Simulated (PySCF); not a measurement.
A structure optimised at PBE-D3(BJ)/def2-SVP, used in a PySCF frequency run:

```xyz
6

Te     0.7626     0.5573     0.0000
Br    -0.3980    -1.7184     0.0000
Si    -1.4427     1.7873     0.0000
H     -1.0677     3.2455     0.0000
H     -2.2314     1.4500    -1.2318
H     -2.2314     1.4500     1.2318
```

### Question
Write its SMILES, formula and point group.

### Answer
[SiH3][Te]Br, BrH₃SiTe, Cs

### Question
What are its rotational constants (standard atomic weights)?

### Answer
3.2661, 1.3091, 0.94522 GHz
